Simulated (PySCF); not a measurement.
Job for PySCF: R-HF/STO-3G on CH6BN (SMILES BNC), a point of a bond scan (R = 1.790 Å).

```python
from pyscf import gto, scf, dft, mp
from pyscf.data.elements import chemcore

mol = gto.M(
    atom='''
    B    -0.17377685    0.16935935    1.35984899
    H    -1.48305071    0.68863944    2.46389237
    H     0.90496525   -0.15002550    1.76046960
    N    -0.42136335    0.13750334   -0.00246435
    C     0.50465876   -0.25211116   -1.05318898
    H    -1.33200836    0.40682345   -0.34423305
    H     0.67789059    0.56736518   -1.75577805
    H     0.12956168   -1.11043727   -1.61689155
    H     1.45669201   -0.52592512   -0.60230554
    ''',
    basis='sto-3g',
    charge=0, spin=0, verbose=3, max_memory=1800)
mf = scf.RHF(mol)
mf.conv_tol = 1e-8
mf.max_cycle = 100
mf.kernel()
if not mf.converged:
    mf = mf.newton().run(mf.mo_coeff, mf.mo_occ)
```

The log:

```
converged SCF energy = -118.917032572882
```

The calculation finished and met its thresholds.

Cost: around 0.22 core-seconds (rough).
